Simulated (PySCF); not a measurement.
Field gradients at the hydrogen positions

C₄H₇NSi.
Cartesian coordinates in Å at the GFN2-xTB level; atoms count from 1:
```xyz
13
C4H7NSi angstrom
C      2.841    1.422    0.139
C      2.266    0.404   -0.141
C      1.565   -0.786   -0.461
N      0.388   -1.076   -0.131
Si    -0.855   -0.293    0.763
C     -2.272   -0.079   -0.481
H      3.353    2.308    0.377
H      2.135   -1.504   -1.058
H     -0.551    1.003    1.386
H     -1.176   -1.291    1.786
H     -3.177    0.232    0.031
H     -2.040    0.671   -1.232
H     -2.483   -1.010   -0.997
```

Level: PBE0/pcSseg-1 (PySCF, non-relativistic); Q(2H) = 0.00286 b; rigid geometry, the same for H and D, with no vibrational averaging.

Problem. Rank these positions by the coupling χzz of a deuteron there, largest first.
A. H13 (methyl hydrogen)
B. H10 (Si–H hydrogen)
C. H7 (alkyne hydrogen)
D. H8 (hydrogen on a C=N carbon)

Solution. C (263 kHz), A (219 kHz), D (198 kHz), B (108 kHz).

Problem. What are Vzz, η and χzz (234.96 MHz × Q × Vzz) at all hydrogens?

Solution. 
| atom | bonded to | bond length (Å) | Vzz (au) | η | χzz (kHz) |
| --- | --- | --- | --- | --- | --- |
| H7 | C1 | 1.051 | 0.3908 | 0.01 | 263 |
| H8 | C3 | 1.094 | 0.2948 | 0.04 | 198 |
| H9 | Si5 | 1.471 | 0.1551 | 0.02 | 104 |
| H10 | Si5 | 1.465 | 0.1607 | 0.01 | 108 |
| H11 | C6 | 1.085 | 0.3268 | 0.00 | 220 |
| H12 | C6 | 1.086 | 0.3251 | 0.01 | 218 |
| H13 | C6 | 1.085 | 0.3256 | 0.02 | 219 |

Problem. Average by the element that carries the hydrogen.

Solution. on C: 224 kHz over 5 positions, mean bond length 1.080 Å; on Si: 106 kHz over 2 positions, mean bond length 1.468 Å.

The structure is a single GFN2-xTB conformer in the gas phase; no vibrational or solvent corrections. GFN2-xTB bond lengths can be off by several hundredths of an ångström, more for odd bonds, and the gradients follow them. A larger basis could move these couplings by a tenth or more.

These values come from a run that also computed NMR shieldings. The run took 42 s wall, 34 s CPU on an AMD EPYC with one thread, shared host with 64 logical CPUs at a one-minute load of 59, and the process peaked at 0.70 GiB of memory.
